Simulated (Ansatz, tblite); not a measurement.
M(NH)Cl3 with several metals: gap (eV) at several levels, gas phase, relaxed structures; Ansatz, xTB through tblite. Core potentials for Nb, Ta in the def2 sets, no spin–orbit coupling. Names give formal oxidation states. The structures are stationary points that may keep the symmetry of their start. Remarks come from the PBE and PBE0 runs and from stability tests at other levels; not every state was tested.

```tsv
species	state	geometry	GFN1-xTB	GFN2-xTB	PBE-D4/def2-SVP	PBE-D4/def2-TZVP	PBE0-D4/def2-SVP	HSE06-D4/def2-TZVP	remarks
V(NH)Cl3 (VNCl3H)	singlet	PBE-D4/def2-SVP	2.06	2.30	2.79	2.83	4.91	4.22	restricted SCF unstable in HF
Nb(NH)Cl3 (NbNCl3H)	singlet	PBE0-D4/def2-SVP	2.48	3.11	3.96	3.90	6.07	5.22	–
```

(1) Estimate the rows for Ta(NH)Cl3 (TaNCl3H) (singlet, PBE0-D4/def2-SVP geometry).

(1) 
```
            species    state          geometry  GFN1-xTB  GFN2-xTB  PBE-D4/def2-SVP  PBE-D4/def2-TZVP  PBE0-D4/def2-SVP  HSE06-D4/def2-TZVP
Ta(NH)Cl3 (TaNCl3H)  singlet  PBE0-D4/def2-SVP      3.48      3.23             4.26              4.15              6.38                5.49
```

Over the 3 species that have every level, the mean is 2.67 at GFN1-xTB, 2.88 at GFN2-xTB, 3.67 at PBE-D4/def2-SVP, 3.63 at PBE-D4/def2-TZVP, 5.79 at PBE0-D4/def2-SVP, 4.98 at HSE06-D4/def2-TZVP. Orbital gaps grow with the share of exact exchange and aren't one observable across functionals.
